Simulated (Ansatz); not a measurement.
One geometry of BCl2(vinyl) (C2H3BCl2), several levels of theory.

```yaml
crystal:
  periodic: [false, false, false]
  atoms:
    - {symbol: B, position_ang: [0.700340, 0.951144, -0.369253]}
    - {symbol: Cl, position_ang: [2.005304, 1.306044, -1.503087]}
    - {symbol: Cl, position_ang: [0.088444, 2.272304, 0.632968]}
    - {symbol: C, position_ang: [0.123836, -0.482936, -0.272876]}
    - {symbol: C, position_ang: [-0.872951, -0.833895, 0.572323]}
    - {symbol: H, position_ang: [0.553112, -1.258613, -0.931933]}
    - {symbol: H, position_ang: [-1.330408, -0.091421, 1.248598]}
    - {symbol: H, position_ang: [-1.267668, -1.862617, 0.623249]}
basis:
  gaussian: {orbitals: 6-31G}
hamiltonian: {xc: {name: B3LYP}, dispersion: d4}
scf: {omitted_lower_state_checks: [starts]}
output: {orbitals: {seedname: orbitals}}
```

The file start.molden holds the orbitals of an earlier run on this structure, at another level or in another basis.

```sh
$ ansatz run in.yaml --threads 2 --pin off --events-out ev --progress --plain --max-ram 4352MiB
```

It prints (some lines left out):

```
Functional definition: B3LYP
  name "B3LYP"
  cite "Stephens, Devlin, Chabalowski & Frisch, J. Phys. Chem. 98, 11623 (1994) doi:10.1021/j100096a001"
  cite "Becke, Phys. Rev. A 38, 3098 (1988) doi:10.1103/PhysRevA.38.3098"
  cite "Lee, Yang & Parr, Phys. Rev. B 37, 785 (1988) doi:10.1103/PhysRevB.37.785"
  cite "Vosko, Wilk & Nusair, Can. J. Phys. 58, 1200 (1980) doi:10.1139/p80-159"
  parameter a0 = 0.2
  parameter ax = 0.72
  parameter ac = 0.81
  exchange = (1 - a0 - ax)*slater_x + ax*b88_x + a0*exact_x
  correlation = (1 - ac)*vwn_rpa_c + ac*lyp_c
these checks for a lower state are left out or cut short: starts
756 factors; integrals over basis functions are off by at most 2.3e-4 eV
mean field evaluation 1: about -27841.1771 eV, gradient 3.5e1 eV
mean field evaluation 2: about -27839.4179 eV, gradient 4.2e1 eV
mean field evaluation 4: about -27844.4386 eV, gradient 3.6e0 eV
mean field evaluation 8: about -27844.5922 eV, gradient 2.3e-1 eV
mean field evaluation 16: about -27844.5923 eV, gradient 7.3e-5 eV
mean field -27844.59234685 eV, -1023.2698950042 hartree, gradient 7.3e-5 eV, S^2 0.000000; 0 other end points of the search recorded, 0 dependent functions left out
reference -27844.59255628 eV, -1023.2699027007 hartree; 27, 27 occupied and 32, 32 virtual orbitals, 756 factors
Total energy: -27844.92708566 eV, -1023.2821964285 hartree
Checks for a lower state left out: starts
```

It took 0.85 s on 2 threads of Intel Xeon 6975P-C on a shared host.

First input, but with `gaussian: {orbitals: def2-TZVP, initial_orbitals: start.molden}`, `hamiltonian: {xc: hse06, dispersion: d4}` (abridged; 2.8 s):

```
Functional definition: HSE06
mean field -27835.65934991 eV, -1022.9416134216 hartree, gradient 1.4e-5 eV, S^2 0.000000
Total energy: -27835.82181895 eV, -1022.9475840487 hartree
Checks for a lower state left out: starts
```

The first input with `gaussian: {orbitals: def2-SVP, initial_orbitals: start.molden}`, `hamiltonian: {xc: pbe, dispersion: d4}` (abridged; 0.8 s):

```
Functional definition: PBE
mean field -27822.25187154 eV, -1022.4488976796 hartree, gradient 1.7e-5 eV, S^2 0.000000
Total energy: -27822.45735557 eV, -1022.4564490782 hartree
Checks for a lower state left out: starts
```

As the first input, with `gaussian: {orbitals: def2-TZVP, initial_orbitals: start.molden}`, `hamiltonian: {xc: pbe, dispersion: d4}` (abridged; 2 s):

```
Functional definition: PBE
mean field -27833.86189643 eV, -1022.8755582244 hartree, gradient 2.5e-5 eV, S^2 0.000000
Total energy: -27834.06739021 eV, -1022.8831099815 hartree
Checks for a lower state left out: starts
```

The first input with `gaussian: {orbitals: def2-TZVPP, initial_orbitals: start.molden}`, `correlation: {method: ccsd_t}` and without the key `hamiltonian` (abridged; 45 s):

```
Functional definition: HF
mean field -27790.98610431 eV, -1021.2999019266 hartree, gradient 3.7e-6 eV, S^2 0.000000; unrestricted orbitals would lower it
13 core orbitals not correlated: weight in the atoms' cores, before any rotation towards them, 1.000 or more for the frozen orbitals, at most 0.000 for the correlated occupied ones
second order -21.56582412 eV of doubles, -0.00000000 eV of singles
cycle   1  -22.28824349 eV  change   -7.2e-1 eV  update   1.0e-1
cycle   2  -22.80823689 eV  change   -5.2e-1 eV  update   3.0e-2
cycle   3  -22.92330302 eV  change   -1.2e-1 eV  update   1.6e-2
cycle   4  -22.91330170 eV  change    1.0e-2 eV  update   4.7e-3
cycle   5  -22.91284439 eV  change    4.6e-4 eV  update   2.2e-3
cycle   6  -22.91345012 eV  change   -6.1e-4 eV  update   7.0e-4
cycle   7  -22.91331843 eV  change    1.3e-4 eV  update   3.0e-4
cycle   8  -22.91333428 eV  change   -1.6e-5 eV  update   9.7e-5
cycle   9  -22.91335672 eV  change   -2.2e-5 eV  update   3.3e-5
perturbative correction -1.08672382 eV, -0.0399363637 hartree
Total energy: -27814.98618486 eV, -1022.1818886186 hartree
Checks for a lower state left out: starts
```

First input, but with `gaussian: {orbitals: def2-TZVP, initial_orbitals: start.molden}`, `hamiltonian: {xc: {name: r2SCAN0}, dispersion: d4}` (abridged; 3.7 s):

```
Functional definition: r2SCAN0
mean field -27844.23144898 eV, -1023.2566322520 hartree, gradient 1.7e-5 eV, S^2 0.000000
Total energy: -27844.29006185 eV, -1023.2587862354 hartree
Checks for a lower state left out: starts
```

As the first input, with `gaussian: {orbitals: def2-SVP, initial_orbitals: start.molden}`, `hamiltonian: {xc: pbe0, dispersion: d4}` (abridged; 1.2 s):

```
Functional definition: PBE0
mean field -27824.78975220 eV, -1022.5421630735 hartree, gradient 3.9e-5 eV, S^2 0.000000
Total energy: -27824.96376346 eV, -1022.5485578693 hartree
Checks for a lower state left out: starts
```

Geometry: PBE-D4/def2-SVP.

B3LYP takes the VWN-RPA correlation. HSE06 is defined as in plane-wave codes, on full-range PBE exchange. Correlated methods freeze 13 core orbitals. At CCSD(T)/def2-TZVPP the restricted singlet (for correlated methods, its reference) is unstable: a solution with broken spin symmetry lies lower.
